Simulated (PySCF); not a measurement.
**Radiative rates from a computed spectrum**

C2H5F3SSi2.
Numbering: `[F:1][C:2]([F:3])=[C:4]([F:5])[SiH2:6][S:7][SiH3:8]` (hydrogens: H9, H10 on Si6; H11, H12, H13 on Si8)

Cartesian coordinates in Å at the GFN2-xTB level; atoms count from 1:
```
atom  x, y, z in Å
F1    -2.826    1.511    0.787
C2    -2.360    0.269    0.852
F3    -3.107   -0.457    1.673
C4    -1.303   -0.125    0.162
F5    -0.908   -1.413    0.288
Si6   -0.260    0.964   -0.995
S7     1.696    1.178   -0.184
Si8    2.418   -0.851    0.130
H9    -0.828    2.295   -1.023
H10   -0.227    0.246   -2.264
H11    1.733   -1.393    1.293
H12    3.835   -0.625    0.351
H13    2.131   -1.600   -1.086
```

Method: TDDFT wB97X-D/def2-SVPD, vertical, gas phase, core orbitals frozen in the response in PySCF.

Relations used (vacuum, state to state): A = 0.6670 f ν̃² s⁻¹ (ν̃ in cm⁻¹); τ = 1/A; f = (2/3) ΔE |μ|² in atomic units; ∫σ dE = 109.76 f Mb·eV.

The rates are for emission to S0 at the absorption energy, with no other channel.

Energies and rates of the computed singlets with f of 0.002 or more:

| state | λ (nm) | A (s⁻¹) |
| --- | --- | --- |
| S1 | 208.8 | 4.91×10⁷ |
| S2 | 195.7 | 2.63×10⁷ |
| S3 | 193.1 | 2.67×10⁷ |
| S4 | 186.8 | 5.58×10⁷ |
| S5 | 180.8 | 4.93×10⁸ |
| S6 | 175.7 | 1.17×10⁸ |
| S7 | 168.1 | 1.39×10⁸ |
| S8 | 167.4 | 1.55×10⁸ |

Task: Go back from the rates to the oscillator strengths and transition dipoles.

Result: f = A / (0.6670 ν̃²), and |μ| follows from f:

```tsv
state	f	|μ| (D)	τ	main configurations (H = HOMO, L = LUMO)
S1	0.032	1.19	20 ns	H→L (86%)
S2	0.015	0.79	38 ns	H→L+1 (55%), H→L+3 (10%)
S3	0.015	0.78	37 ns	H-1→L (20%), H→L+1 (16%), H-1→L+2 (16%)
S4	0.029	1.08	18 ns	H→L+2 (54%), H-1→L (16%)
S5	0.242	3.05	2 ns	H-1→L (40%), H-1→L+2 (33%)
S6	0.054	1.42	8.5 ns	H→L+3 (57%), H→L+5 (10%)
S7	0.059	1.45	7.2 ns	H-2→L (56%)
S8	0.065	1.52	6.4 ns	H-1→L+3 (33%), H-2→L (11%), H→L+4 (10%)
```

Task: How much energy does a mole of photons resonant with S5 carry?

Result: 6.857 eV × 96.485 = 662 kJ/mol (158 kcal/mol).

Task: What is the integrated cross-section of all computed states together?

Result: Σf = 0.511 over S1 to S8, so 109.76 × Σf ≈ 56.1 Mb·eV.

Task: Suppose S1 emitted 0.3 eV lower with the same transition dipole. How would A change?

Result: At fixed |μ|, A goes as the cube of the energy: (5.64/5.94)³ = 0.86, which makes τ about 24 ns.

The run took 4.8 min wall, 2.3 min CPU (grids of density and orbitals included) on Intel Xeon at 2.50 GHz, one thread, shared host, and the process peaked at 1.0 GiB of memory.

One conformer stands for the species.
